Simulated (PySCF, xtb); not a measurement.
BF, SMILES [B]F (connectivity only; charge and spin as stated), charge +1, multiplicity 2.

Coordinates come from a PBE0-D3(BJ)/def2-TZVPD optimisation.

The numbers are results of C-PCM-PBE0/def2-TZVPD run with PySCF, not measurements.

The values are the electrostatic part of the solvation free energy, E(continuum) − E(gas) at the gas-phase geometry, in a cavity of scaled van der Waals radii (PySCF's table); cavitation and dispersion terms are not included.

```csv
solvent,ε,ΔG(elec) (kcal/mol)
water,78.36,-70.0
"N,N-dimethylformamide",37.22,?
benzene,2.27,-39.7
```

Q: What belongs in the gaps? (An estimate is asked for; the answer gives what the named calculation found.)

A: 
- N,N-dimethylformamide, ΔG(elec) (kcal/mol): -69.0

For comparison, GFN2-xTB/ALPB(water) (xtb, at the GFN2-xTB geometry, all terms of that model) gives -69.8 kcal/mol.
